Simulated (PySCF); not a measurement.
All numbers come from PBE0 in PySCF with Sb def2-TZVP with ECP28, F def2-TZVP; scalar-relativistic core potentials, no spin–orbit coupling; density-fitted integrals.

Each entry is the lowest minimum that a search over a few typed start shapes (and spin states, where more than one is plausible) found, or that minimum re-optimised at the stated level; isomers with ligand–ligand bonds, or fragments after loss of a ligand pair, can lie lower. Open shells are unrestricted.

SbF2 is a doublet of C2v symmetry with Sb–F 1.904 Å (×2); F–Sb–F 95.0°. Its wavenumbers are 204, 622, 641 cm⁻¹.

(1) What changes when one electron is removed, giving SbF₂⁺?

Results:

(1) It costs 8.64 eV between the minima (8.65 eV with zero-point energy). SbF₂⁺ is a singlet of C2v symmetry with Sb–F 1.838 Å (×2); F–Sb–F 95.8°; wavenumbers 228, 731, 743 cm⁻¹.
